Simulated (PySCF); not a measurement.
Compound: In(NH2)3.
Bonds: In1–N2, In1–N5, In1–N8. Hydrogens: H3, H4 on N2; H6, H7 on N5; H9, H10 on N8.

Method used: TDDFT CAM-B3LYP/def2-SVPD, vertical, gas phase, core orbitals frozen in the response, def2 core potentials past Kr (PySCF 2.14.0, density-fitted response routines). One conformer (not necessarily the lowest) at the PBE0-D3(BJ)/def2-SVP geometry, without solvent, vibrations or thermal averaging. Spin–orbit coupling is left out.

Computed states:

| state | E (eV) | f |
| --- | --- | --- |
| S1 | 4.93 | 0.039 |
| S2 | 4.93 | 0.040 |
| S3 | 5.85 | 0.195 |
| S4 | 6.33 | 0.040 |
| S5 | 6.33 | 0.040 |
| S6 | 6.90 | 0.0000 |
| S7 | 6.90 | 0.0000 |
| S8 | 6.92 | 0.0002 |
| S9 | 6.95 | 0.0091 |

Each state is given a Gaussian of 0.4 eV full width at half maximum, with ε(max) = 2.175×10⁸ f / Δν̃ (Δν̃ the width in cm⁻¹). The width is an assumption, not a result. The curve ends short of the highest state used, and states not computed would add to its high-energy end.

**Question.** What does the envelope look like, and where are its maxima?

**Answer.** 
```tsv
λ (nm)	ε (L mol⁻¹ cm⁻¹)
195.3	5556
199.3	5677
203.2	6645
207.2	10345
211.1	13162
215.1	11562
219.0	7076
223.0	3048
226.9	1032
230.9	434
234.9	718
238.8	1668
242.8	3158
246.7	4587
250.7	5317
254.6	4982
258.6	3834
262.5	2497
266.5	1369
270.4	660
274.4	273
278.4	100
282.3	34
286.3	10
```

Maxima: 251 nm (4.93 eV), ε about 5300, made up of S1 (49%) and S2 (51%); 212 nm (5.85 eV), ε about 13000, made up of S3 (99%); 197 nm (6.29 eV), ε about 5800, made up of S4 (46%) and S5 (46%) (hardly more than a shoulder) (ε in L mol⁻¹ cm⁻¹; maxima over ε = 5, shares over 10%).

**Question.** What would ε be at 5.85 eV, the highest of these maxima, with half the width (0.2 eV)?

**Answer.** About 26300 L mol⁻¹ cm⁻¹ against 13200, a factor of about 1.98; a lone state at its own centre would give exactly 2.

**Question.** Coming from long wavelengths, where does ε first pass 100 L mol⁻¹ cm⁻¹?

**Answer.** At about 278 nm (4.45 eV), 0.48 eV below S1.

**Question.** On this curve, what absorbance would a 10⁻³ mol/L sample give at 254 nm over a 1 cm path?

**Answer.** 254 nm is 4.881 eV, where ε is about 5100 L mol⁻¹ cm⁻¹, so A = ε c l ≈ 5.1 (Beer–Lambert, with the gas-phase spectrum and the assumed width).

All these states lie below the vertical ionisation energy of 9.13 eV (ΔSCF).
